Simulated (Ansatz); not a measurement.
`COBF`, relaxed with RKS PBE0-D4/def2-TZVP in the Gaussian-basis code of Ansatz from a PBE-D4/def2-SVP geometry. The force threshold is 0.005 eV/Å; the program also tests the step.

The species carries charge 0 and has multiplicity 1.

Start:

```xyz
8

C     0.217    0.165   -1.050
O    -0.090    0.686    0.233
B    -0.275   -0.112    1.306
F    -0.561    0.477    2.469
H     0.294   -0.944   -1.044
H     1.181    0.590   -1.397
H    -0.574    0.466   -1.768
H    -0.191   -1.328    1.252
```

(1) By how much does the energy fall, and how many steps does the optimiser take? (An estimate is asked.)

(2) Which bonds change most? (Best estimate.)

(3) Give the relaxed structure. (Best estimate.)

## Answers

(1) Ansatz gave: 2.76 kJ/mol, in 4 steps.

(2) The calculation gave: B3–H8 from 1.219 to 1.199 Å; C1–H7 from 1.109 to 1.091 Å; C1–H6 from 1.109 to 1.091 Å; C1–H5 from 1.111 to 1.093 Å.

(3) The calculation gave: 
```xyz
8

C     0.215    0.161   -1.047
O    -0.093    0.683    0.229
B    -0.271   -0.112    1.292
F    -0.557    0.466    2.449
H     0.286   -0.930   -1.031
H     1.168    0.578   -1.379
H    -0.564    0.461   -1.750
H    -0.184   -1.306    1.237
```
